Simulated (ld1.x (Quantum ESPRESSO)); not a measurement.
**Which change was made? (Tl, RRKJ)**

* Element: Tl
* Generator: ld1.x (Quantum ESPRESSO) 7.5
* Type: norm-conserving RRKJ (Kleinman–Bylander form)
* Functional: PBE
* Relativity: scalar-relativistic
* Frozen core: [Xe] 4f14 5d10
* Valence charge: 3
* Reference configuration: 6s1.75 6p1.25
* Partial waves: 6p (bound): rc 2.95 bohr; 6s (bound): rc 1.65 bohr
* Local potential: the s channel
* Core correction: none

Cutoffs, loose and tight: the cutoffs (Ry, on a coarse ladder) from which the occupation-weighted sum of valence levels, in a spherical-Bessel basis at the reference potential, stays within 10 and 1 mRy of its value at 400 Ry. They do not see the model core or the augmentation charge, which bear on the density cutoff. Test errors are all-electron minus pseudo excitation energies from the reference, over the configurations 6s2 6p1; 6s2 6p0; 6s1 6p0; 6s1 6p1; 6s2 6p0.5; 6s2 6p1.3; 6s0 6p3; variants that change the core or the reference have their own tests.

The base gives: outcome: generated; cutoff, loose: 30 Ry; cutoff, tight: 80 Ry; bound ghosts: none; largest test error (meV): +148.

**Question.** After one change the result is: outcome: generated; cutoff, loose: 40 Ry; cutoff, tight: 90 Ry; bound ghosts: none; largest test error (meV): +170. Which change was it?
A. fully relativistic
B. reference 6s2 6p1
C. wave 6s (bound): rc 1.65 bohr becomes 6s (bound): rc 1.76 bohr

**Answer.** B. The others give: fully relativistic → outcome: failed: compute_phi: phi has nodes before r_c | wave 6s (bound): rc 1.65 bohr becomes 6s (bound): rc 1.76 bohr → outcome: generated; cutoff, loose: 25 Ry; cutoff, tight: 55 Ry; bound ghosts: none; largest test error (meV): +150.
